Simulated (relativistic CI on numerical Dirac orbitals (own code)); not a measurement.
## Hyperfine structure of Gd XXIV, mass number 155

Computed by Dirac-Coulomb-Breit CI, separate exchange-only KLI orbitals for each configuration, a model potential for QED, unscaled Slater integrals (own radial code, finite nucleus).

Configuration list (outside the closed core [Ar] 3d10): 4s²4p⁶4d⁵, 4s²4p⁵4d⁶, 4s²4p⁶4d⁴4f, 4s4p⁶4d⁵4f, 4p⁶4d⁷, 4p⁵4d⁸, 4s²4p⁶4d³5s², 4s²4p⁶4d²4f5s², 4s4p⁶4d³4f5s². Double excitations out of closed p, d and f shells are left out; levels of such configurations are missing from the list, as are those of other unlisted configurations, and high levels can miss mixing partners.

Nuclear spin I = 3/2, μ = -0.2591 μN, Q = 1.27 b (tables of Stone and Pyykkö). The electronic factors are computed for point nuclear moments, without core polarisation or the Bohr-Weisskopf and QED corrections.

```csv
Level,E (cm⁻¹),A (MHz),B (MHz)
4s²4p⁶4d⁵ ⁴G11/2,78945.4,-1188,-282
4s²4p⁶4d⁵ ⁴G9/2,86464.8,-1077,9820
4s²4p⁶4d⁵ ⁴P1/2,93796.4,367.8,
4s²4p⁶4d⁵ ²I11/2,128125.5,-1231,636
4s²4p⁶4d⁵ ²D3/2,130156.0,-2012,-9010
4s²4p⁶4d⁵ ⁴D1/2,135901.0,-2542,
```

Levels with J = 0, under 50 % of one LS term, or S terms without an open s electron are left out. Small factors come from cancelling terms and can be off by tens of per cent or more.

At this charge energies of transitions that change n are usually good to better than 1 %, and those within a shell (Δn = 0) to a few per cent. Terms inside the open d or f shell come out 10 to 20 % too wide with unscaled integrals.

**Question.** Give the hyperfine levels of 4s²4p⁶4d⁵ ⁴G11/2 relative to its centre of gravity.

**Answer.** With K = F(F + 1) − I(I + 1) − J(J + 1), E = AK/2 + B[¾K(K + 1) − I(I + 1)J(J + 1)]/[2I(2I − 1)J(2J − 1)]: F = 4: 11460, F = 5: 5704, F = 6: -1375, F = 7: -9868 MHz.

LS names give the leading component of a level, which can be under half, so a name can repeat, a term be missing and a line seem to break the LS rules.
